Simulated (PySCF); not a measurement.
C2H3N, SMILES [C-]#[N+]C. Geometry optimised at PBE-D3(BJ)/def2-TZVP.

Method: PBE-D3(BJ)/def2-TZVP run with PySCF.

Harmonic wavenumbers (cm⁻¹): 274, 274, 948, 1101, 1101, 1398, 1436, 1436, 2164, 2981, 3055, 3055. Rotational constants (GHz): 156.7, 10.03, 10.03; symmetry number 3.

Question: Work out the zero-point energy and the ideal-gas rigid-rotor harmonic-oscillator thermochemistry at 298.15 K and 1 atm.

Answer: ZPE = ½ Σ hcν = ½ × 19225 cm⁻¹ = 27.48 kcal/mol. H − E(el) = 30.49 kcal/mol. Entropy in cal/(mol K): translation 37.06, rotation 18.37, vibration 3.43, total 58.86. G − E(el) = 12.95 kcal/mol. Cp = 12.69 cal/(mol K).
